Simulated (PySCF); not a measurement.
# Correlation energy of Al (aluminium, neutral)

[Ne] 3s1 3p1 4s1, high-spin 4P determinant (an excited configuration). Calculation: PySCF 2.14, in dyall-av3z; scalar relativity by spin-free X2C-1e. Frozen: [Ne]; 3 electrons correlated; the 22 highest virtual orbitals of each spin left out.

```tsv
level	correlation energy (mhartree)
CCSD	-10.83
(T)	-0.13
CCSD(T)	-10.96
```

Diagnostics: T1 = 0.019, D1 = 0.0445, largest double amplitude 0.043.

Question: Is a single reference adequate?

Answer: Yes: T1 lies below 0.03 and no double amplitude reaches 0.07.
